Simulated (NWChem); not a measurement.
# Correlation energy of hydrogen selenide (H2Se)

SMILES: [SeH2]
```xyz
3

Se     0.0000     0.0000    -0.0571
H      1.0502     0.0000     0.9703
H     -1.0502     0.0000     0.9703
```
Charge 0, spin multiplicity 1.

The numbers come from NWChem runs, not from measurements. The geometry was optimised at PBE0/def2-SVP, a minimum by its harmonic frequencies.

Basis set: def2-TZVP. Each correlation energy counts from its own Hartree-Fock reference.

| method | correlation energy (mHa) | difference from CCSD(T) |
|---|---|---|
| CR-CCSD(T) | -301.9 | +1.5 |
| CCSD+T(CCSD) | -303.8 | -0.4 |
| CR-CCSD[T] | -302.3 | +1.1 |
| SCS-MP2 | -267.7 | +35.7 |
| CCSD(T) | -303.4 | 0.0 |
| MP2 | -279.2 | +24.1 |
| CCSD | -294.2 | +9.2 |

The values span 36.1 mHa, from CCSD+T(CCSD) (lowest) to SCS-MP2 (highest). 

The Hamiltonian is non-relativistic. The correlated methods keep 9 core orbitals frozen. Coupled-cluster values serve here as a point of comparison, not as the truth.
